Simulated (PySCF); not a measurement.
Excitations are Tamm–Dancoff values on a coarser integration grid. The basis has no diffuse functions, so Rydberg states are missing or too high.

Cartesian coordinates (Å):
```xyz
11

C      2.0314    -0.1016    -0.1005
C      0.7591    -0.0605    -0.4579
C     -0.3282     0.0532     0.5559
C     -1.7336     0.0799     0.0216
O     -0.0916     0.1196     1.7377
H      2.2990    -0.0524     0.9475
H      2.8267    -0.1847    -0.8284
H      0.4680    -0.1094    -1.5007
H     -1.8558     0.9212    -0.6641
H     -2.4431     0.1637     0.8398
H     -1.9320    -0.8288    -0.5509
```
Charge 0, multiplicity 1.

Problem. What brightest of the four lowest singlets (TDA), LUMO, HOMO–LUMO gap, HOMO and S1–T1 gap (TDA) does TPSSh-D3(BJ)/def2-TZVP // CAM-B3LYP-D3(BJ)/def2-TZVP run with PySCF give?

Solution. 
The brightest of the four lowest singlets (TDA) is 6.38 eV, the LUMO comes out as -2.07 eV and the HOMO–LUMO gap is 4.35 eV. The HOMO is -6.42 eV and the S1–T1 gap (TDA) comes out as 0.49 eV.
